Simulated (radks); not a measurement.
Results of a calculation; reference values are marked as such.
Cd44+, 4 electrons, occupied as [He] 2s2. Level of theory: non-relativistic Kohn-Sham, LDA (Slater exchange, Perdew-Wang correlation), spin-unpolarised, spherical densities, point nucleus; relativity is left out, which matters for an element this heavy (a radial shooting solver on a logarithmic mesh with Libxc functionals).

Normalised radial functions P(r) = r R(r), r in bohr:

r,1s,2s
0.001151,0.7179,0.2469
0.001395,0.8598,0.2956
0.00169,1.0272,0.3530
0.002048,1.2234,0.4203
0.002481,1.4518,0.4985
0.003006,1.7154,0.5885
0.003642,2.0160,0.6907
0.004413,2.3541,0.8050
0.005305,2.7113,0.9247
0.006428,3.1131,1.0572
0.007788,3.5340,1.1924
0.009437,3.9571,1.3220
0.01143,4.3577,1.4336
0.01385,4.7032,1.5100
0.01679,4.9538,1.5291
0.02034,5.0663,1.4642
0.02465,4.9999,1.2864
0.02986,4.7261,0.9690
0.03618,4.2402,0.4957
0.04384,3.5716,-0.1293
0.05312,2.7874,-0.8692
0.06437,1.9835,-1.6463
0.07799,1.2624,-2.3438
0.0945,0.7019,-2.8245
0.1136,0.3431,-2.9728
0.1376,0.1341,-2.7561
0.1668,0.0413,-2.2203
0.2021,0.0095,-1.5271
0.2448,0.0016,-0.8744
0.2967,0.0002,-0.4033
0.3595,0.0000,-0.1438
0.4356,0.0000,-0.0377

1s: eigenvalue -29678 eV, 0 radial nodes, <r> = 0.0316 bohr, 90 % of the charge inside 0.0561 bohr. 2s: eigenvalue -7057.5 eV, 1 radial node at r = 0.0423 bohr, <r> = 0.129 bohr, 90 % of the charge inside 0.197 bohr.
